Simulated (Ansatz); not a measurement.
Species: sum formula H₃SiO, net charge -1, singlet state. It need not be the lowest isomer of its formula. Whether it binds its extra electron was not tested at this geometry. SMILES: O[SiH2-]
Geometry from a B3LYP-D3(BJ)/def2-TZVP (Ansatz, a quantum-chemistry and plane-wave program) optimisation:
```
Si
O 1 1.7637
H 2 0.9607 1 110.94
H 1 1.5645 2 99.57 3 46.35
H 1 1.5645 4 91.04 2 99.89
```
Charge -1, spin multiplicity 1.

Parts of the frozen-core correlation energy in STO-3G (Ansatz, hartree). Frozen orbitals: 6; correlated occupied orbitals by spin: 7 and 7; virtual: 4 and 4. No spin-orbit coupling. Non-relativistic.

| term | value |
|---|---|
| reference (HF) | -360.96515 |
| MP2 opposite-spin | -0.06075 |
| MP2 same-spin | -0.00514 |
| CCSD correlation | -0.08988 |
| (T) | -0.00100 |
| FCI minus CCSD(T) | -0.00023 |
| T1 diagnostic | 0.009 |
| largest doubles amplitude | 0.064 |
